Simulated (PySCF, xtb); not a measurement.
Ir(OH)2 (H2IrO2), SMILES [OH][Ir][OH] (connectivity only; charge and spin as stated), neutral, multiplicity 4. Other conformers were not sampled.

Harmonic wavenumbers (cm⁻¹) from GFN2-xTB (xtb) at its own minimum, in rising order: 94, 153, 178, 333, 430, 532, 539, 3696, 3704.

What does PBE0-D3(BJ)/def2-TZVP in PySCF 2.14.0 give at its own minimum? (The exact figures need the calculation; the answer reports its results.)

143, 183, 237, 609, 642, 712, 721, 3886, 3887. Paired by order, the mean absolute difference is 151 cm⁻¹ and the zero-point energies are 13.8 and 15.8 kcal/mol.
